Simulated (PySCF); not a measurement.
# Computed records: BH6OSi2, B2H6NSi, AlBH5OSi, AlBH4OSi and others

Computed with PySCF 2.14.0. Calculation on a computer-drawn molecule: optimised geometry and harmonic frequencies of an isolated molecule of the commonest isotopes, restricted reference for singlets and unrestricted otherwise, frozen core in MP2.

Common to all runs: method HF; basis cc-pV(D+d)Z.

(1) BH6OSi2

Start structure:
```xyz
10
BH6OSi2
B     -1.8690    -0.3750     1.4962
Si    -0.9732    -1.9816     1.9852
O      0.7292    -1.9380     1.4386
Si     2.2861    -1.9691     0.9423
H     -2.8643    -0.1753     1.6987
H     -1.2059     0.5455     0.8784
H     -0.6420    -2.3756     3.3780
H     -1.2633    -3.2843     1.3015
H      2.5266    -2.3572    -0.4076
H      3.2111    -1.3469     1.8808
```

Here we set charge 1 and multiplicity 1.

The calculation gives: rotational constants 12.4, 1.966, 1.771 GHz; total energy -680.6848 hartree; convergence status largest gradient component 3.209e-05 hartree/bohr.

Drawn bonds:
```csv
atom,other atom,order
1,2,1
2,3,1
3,4,1
1,5,1
1,6,1
2,7,1
2,8,1
4,9,1
4,10,1
```

Optimised structure:
```xyz
10
BH6OSi2
B     -1.8282    -0.3345     1.4717
Si    -0.8703    -2.0555     1.9604
O      0.8042    -1.9536     1.4102
Si     2.2714    -1.9163     0.9469
H     -2.9785    -0.2234     1.7696
H     -1.2734     0.5569     0.9001
H     -0.7270    -2.2875     3.4059
H     -1.3711    -3.2527     1.2677
H      2.6154    -2.3992    -0.3839
H      3.2929    -1.3918     1.8435
```

Modes:
```csv
frequency (cm⁻¹),reduced mass (dalton)
25.84,1.136
73.93,2.888
93.25,3.814
167.8,1.025
242.5,3.81
453.2,1.178
473.2,6.684
630.7,2.404
695.5,1.844
746.1,1.158
785.7,1.141
809.8,1.177
935,1.185
972.9,1.364
1016,1.073
1050,1.064
1246,1.596
1267,2.941
2366,1.029
2376,1.054
2441,1.027
2486,1.062
2713,1.052
2812,1.127
```

(2) B2H6NSi

Start structure:
```xyz
10
B2H6NSi
B     -0.0840     2.6893     0.6274
Si    -0.1424     1.7538    -1.1087
B      0.6436    -0.0378    -0.9354
N      1.2348    -1.1562    -0.5795
H      0.3527     2.1729     1.6290
H     -0.5416     3.7154     0.7410
H      0.6046     2.6100    -2.1387
H     -1.5188     1.6263    -1.6208
H      1.3765    -1.8938    -1.2639
H      1.5251    -1.4289     0.2655
```

Settings of this run: charge 1 and multiplicity 1.

The calculation gives: rotational constants 12.95, 2.581, 2.209 GHz; total energy -395.9908 hartree; convergence status largest gradient component 1.579e-05 hartree/bohr.

Drawn bonds:
```csv
atom,other atom,order
1,2,1
2,3,1
3,4,1
1,5,1
1,6,1
2,7,1
2,8,1
4,9,1
4,10,1
```

Optimised structure:
```xyz
10
B2H6NSi
B     -0.1428     2.8094     0.7160
Si    -0.1581     1.8259    -1.0832
B      0.6894    -0.0405    -0.8471
N      1.2369    -1.2350    -0.6771
H      0.3098     2.3256     1.7080
H     -0.6121     3.9050     0.7317
H      0.7010     2.4273    -2.1210
H     -1.5013     1.4954    -1.5960
H      1.3472    -1.8996    -1.4289
H      1.5806    -1.5625     0.2136
```

Modes:
```csv
frequency (cm⁻¹),reduced mass (dalton)
74.18,1.046
108.3,2.968
115.7,1.016
248.3,2.131
318.4,2.525
437.6,1.397
441.2,6.094
600.8,2.034
643.9,1.253
665.5,1.756
720.1,1.213
831,1.386
880.5,1.38
974.9,1.343
985.9,1.052
1247,1.123
1544,1.49
1738,2.708
2343,1.028
2355,1.053
2724,1.049
2832,1.13
3701,1.053
3795,1.096
```

(3) AlBH5OSi

Start structure:
```xyz
9
AlBH5OSi
B     -0.2646    -0.4960     1.8928
Si     0.5131     0.6831     0.5381
O     -0.8404     1.3476    -0.1935
Al    -2.2236     1.8896    -0.8357
H     -0.5204    -1.5698     1.5881
H     -0.4615    -0.1111     2.9221
H      1.2923     1.8660     0.9083
H      1.2821     0.1209    -0.6303
H     -3.6786     1.5281    -0.3610
```

It was run with charge 0 and multiplicity 2.

Results for AlBH5OSi: rotational constants 13.74, 1.984, 1.788 GHz; total energy -633.3493 hartree; spin squared 0.7564; convergence status largest gradient component 1.263e-05 hartree/bohr.

Drawn bonds:
```csv
atom,other atom,order
1,2,1
2,3,1
3,4,1
1,5,1
1,6,1
2,7,1
2,8,1
4,9,1
```

Optimised structure:
```xyz
9
AlBH5OSi
B     -0.0460    -0.6319     1.9648
Si     0.2800     0.7872     0.5462
O     -1.0535     1.1537    -0.3360
Al    -2.3610     1.5238    -1.3368
H     -1.0914    -1.2089     2.0953
H      0.8434    -0.9329     2.7156
H      0.7849     2.0216     1.2027
H      1.3558     0.2979    -0.3577
H     -3.6138     2.2478    -0.6652
```

Modes:
```csv
frequency (cm⁻¹),reduced mass (dalton)
38.02,1.128
58.5,3.936
80.35,4.48
127.3,1.035
238.7,3.343
450.4,1.217
519.4,4.384
632.3,1.896
665.9,1.522
695.8,1.801
822.7,1.124
980.1,1.282
985.4,1.319
1027,1.078
1113,8.966
1266,1.17
1883,1.044
2262,1.049
2279,1.03
2665,1.055
2739,1.124
```

(4) AlBH4OSi

Start structure:
```xyz
8
AlBH4OSi
B     -0.7139    -2.1165    -1.0865
Si     0.4972    -1.4130     0.1807
O     -0.3608    -1.6386     1.5879
Al    -1.3719    -1.8510     2.9947
H     -1.5814    -1.5264    -1.6920
H     -0.7498    -3.2867    -1.4424
H      0.8030     0.0407     0.1598
H      1.7296    -2.0527     0.4684
```

Settings of this run: charge 0 and multiplicity 1.

The calculation gives: rotational constants 14.58, 2.045, 1.831 GHz; total energy -632.7976 hartree; convergence status largest gradient component 1.214e-05 hartree/bohr.

Drawn bonds:
```csv
atom,other atom,order
1,2,1
2,3,1
3,4,1
1,5,1
1,6,1
2,7,1
2,8,1
```

Optimised structure:
```xyz
8
AlBH4OSi
B     -0.7155    -2.1525    -1.2445
Si     0.3729    -1.5178     0.3514
O     -0.4724    -1.4818     1.7629
Al    -1.3095    -1.4301     3.2392
H     -1.8709    -2.4732    -1.1734
H     -0.1943    -2.2177    -2.3259
H      0.8927    -0.1564     0.0551
H      1.5490    -2.4148     0.5058
```

Modes:
```csv
frequency (cm⁻¹),reduced mass (dalton)
74.7,5.59
102.3,3.602
124.1,1.115
240.9,3.413
450.9,1.235
516.2,6.023
636.9,2.78
695.4,1.82
823.5,1.122
979.5,1.273
983.9,1.367
1024,1.097
1080,6.842
1266,1.167
2264,1.05
2278,1.029
2665,1.055
2739,1.124
```

(5) BH9Si3

Start structure:
```xyz
13
BH9Si3
B     -0.8008     0.4524     1.6571
Si     0.9610     0.4886     0.9148
Si     1.1962    -0.9517    -0.8971
Si     1.6831     2.5963     0.2994
H     -1.7728     0.8448     1.0552
H     -1.0552     0.1610     2.8185
H      2.0089    -0.0096     1.8691
H      0.2847    -0.5372    -1.9887
H      2.4859    -0.9752    -1.4541
H      0.7673    -2.3093    -0.6294
H      0.8065     3.1485    -0.7775
H      3.1049     2.6142    -0.2836
H      1.7209     3.5526     1.4022
```

Here we set charge 0 and multiplicity 1.

The calculation gives: rotational constants 3.468, 1.9, 1.38 GHz; total energy -896.6944 hartree; convergence status largest gradient component 2.05e-05 hartree/bohr.

Drawn bonds:
```csv
atom,other atom,order
1,2,1
2,3,1
2,4,1
1,5,1
1,6,1
2,7,1
3,8,1
3,9,1
3,10,1
4,11,1
4,12,1
4,13,1
```

Optimised structure:
```xyz
13
BH9Si3
B     -0.8220     0.4882     1.6937
Si     1.0694     0.4521     0.9460
Si     1.1522    -0.9752    -0.9508
Si     1.7041     2.6397     0.2724
H     -1.7280     0.8606     0.9994
H     -1.0806     0.1495     2.8145
H      2.0681    -0.0354     1.9362
H      0.2438    -0.4663    -2.0071
H      2.5310    -1.0293    -1.4941
H      0.7319    -2.3527    -0.5938
H      0.7892     3.1282    -0.7879
H      3.0885     2.6333    -0.2591
H      1.6430     3.5827     1.4164
```

Modes:
```csv
frequency (cm⁻¹),reduced mass (dalton)
84.8,1.02
90.36,1.642
99.56,1.057
103.2,4.111
148.4,2.893
162.1,1.438
384.5,5.66
455.3,4.99
474.3,1.074
505,1.12
536.7,1.2
598.3,1.393
647.3,1.642
690.2,2.012
777.9,1.116
848,1.18
942.3,1.212
978.8,1.233
992.2,1.105
1022,1.036
1025,1.036
1027,1.037
1028,1.034
1260,1.142
2268,1.04
2296,1.046
2298,1.047
2299,1.043
2300,1.03
2304,1.046
2306,1.028
2674,1.053
2756,1.125
```

(6) BClH4Si2

Start structure:
```xyz
8
BClH4Si2
B      0.3885    -1.2623     0.4563
Si     0.5345     0.2687    -0.7810
Si    -0.0817     0.4240    -2.9260
Cl    -0.9818     1.7811    -0.3346
H      1.1504    -2.0211     0.5283
H     -0.6917    -1.5333     0.9653
H      1.7739     1.0401    -0.6762
H     -1.1817    -0.5664    -3.1012
```

It was run with charge 0 and multiplicity 1.

Results for BClH4Si2: rotational constants 3.442, 2.553, 1.645 GHz; total energy -1064.3464 hartree; convergence status largest gradient component 2.092e-05 hartree/bohr.

Drawn bonds:
```csv
atom,other atom,order
1,2,1
2,3,1
2,4,1
1,5,1
1,6,1
2,7,1
3,8,1
```

Optimised structure:
```xyz
8
BClH4Si2
B      0.2920    -1.2570     0.3296
Si     0.5164     0.4348    -0.7518
Si    -0.0284     0.2757    -3.0959
Cl    -0.9828     1.8675    -0.3130
H      1.1394    -2.1058     0.2659
H     -0.6887    -1.4774     0.9796
H      1.8063     1.1045    -0.4704
H     -1.1438    -0.7114    -2.8131
```

Modes:
```csv
frequency (cm⁻¹),reduced mass (dalton)
64.76,14.48
125.6,2.936
167.1,1.895
205.9,1.412
240.5,1.091
416.5,10.67
487,9.6
587.9,1.083
634.4,2.029
691.7,1.959
822.5,1.142
838.2,1.131
975.4,1.347
1252,1.153
2145,1.042
2309,1.041
2678,1.055
2769,1.124
```
